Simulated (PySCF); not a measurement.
All values below come from PBE-D3(BJ)/def2-TZVP // BP86-D3(BJ)/def2-SVP (PySCF 2.14.0). All species are isolated molecules in the gas phase. 

Reference species: [Ti(Cl)(Br)3] (neutral, multiplicity 1).

- mean distance from the central atom to its bonded neighbours: 2.288 Å
- HOMO: -7.56 eV

Changed species: [Ti(Br)4] (4 of 4 Cl replaced by Br; the reference has 3 of 4 Cl replaced by Br).

### Question
What does the change do to the mean distance from the central atom to its bonded neighbours and HOMO?

### Answer
the mean distance from the central atom to its bonded neighbours increases by 0.039 Å, to 2.327 Å; the HOMO stays essentially unchanged.
